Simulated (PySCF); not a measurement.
C6H15Sb, SMILES C[CH2][Sb]([CH2]C)[CH2]C. Geometry: B3LYP-D3(BJ)/def2-SVP. The isomer is the one that the SMILES or the coordinates give; other isomers of the formula were not compared. The def2 effective core potentials stand for the cores of Sb; spin–orbit coupling is left out. One conformer was computed; it need not be the lowest.

### Question
Give the equilibrium geometry at B3LYP-D3(BJ)/def2-SVP (PySCF confirms it by a frequency run) as a Z-matrix. (An estimate is asked for; the answer gives what the named calculation found.)

### Answer
One answer among several that fit: 
```
Sb
C 1 2.2049
H 2 1.0999 1 108.36
H 2 1.1024 3 107.12 1 -113.34
C 2 1.5270 3 111.36 4 -121.61
H 5 1.1024 2 111.71 3 179.24
H 5 1.1027 6 107.05 2 -122.65
H 5 1.1039 6 107.33 7 -114.65
C 1 2.2097 2 95.01 3 -56.72
H 9 1.1026 1 105.51 2 178.34
H 9 1.1030 10 106.28 1 -111.15
C 9 1.5252 10 110.98 11 -120.93
H 12 1.1012 9 111.71 10 -59.46
H 12 1.1015 13 107.45 9 123.14
H 12 1.1044 13 107.04 14 114.78
C 1 2.2196 2 97.50 3 40.52
H 16 1.1015 1 105.54 2 112.65
H 16 1.1029 17 106.39 1 -111.14
C 16 1.5255 17 110.70 18 -120.87
H 19 1.1002 16 112.13 17 178.91
H 19 1.1013 20 107.22 16 -123.14
H 19 1.1043 20 107.22 21 -114.65
```
